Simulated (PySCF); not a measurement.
A run for PySCF: R-B3LYP/6-31G* on H8 chain, a point of a bond scan (R = 3.000 Å).

```python
from pyscf import gto, scf, dft, mp
from pyscf.data.elements import chemcore

mol = gto.M(
    atom='''
    H     0.00000000    0.00000000    0.00000000
    H     0.00000000    0.00000000    3.00000000
    H     0.00000000    0.00000000    6.00000000
    H     0.00000000    0.00000000    9.00000000
    H     0.00000000    0.00000000   12.00000000
    H     0.00000000    0.00000000   15.00000000
    H     0.00000000    0.00000000   18.00000000
    H     0.00000000    0.00000000   21.00000000
    ''',
    basis='6-31g*',
    cart=True,
    charge=0, spin=0, verbose=3, max_memory=1800)
mf = dft.RKS(mol, xc='b3lyp')
mf.conv_tol = 1e-8
mf.max_cycle = 100
mf.kernel()
if not mf.converged:
    mf = mf.newton().run(mf.mo_coeff, mf.mo_occ)
```

Output:

```
converged SCF energy = -3.72287682940401
```

The calculation finished and met its thresholds.

Cost: around 1.5 core-seconds (rough).
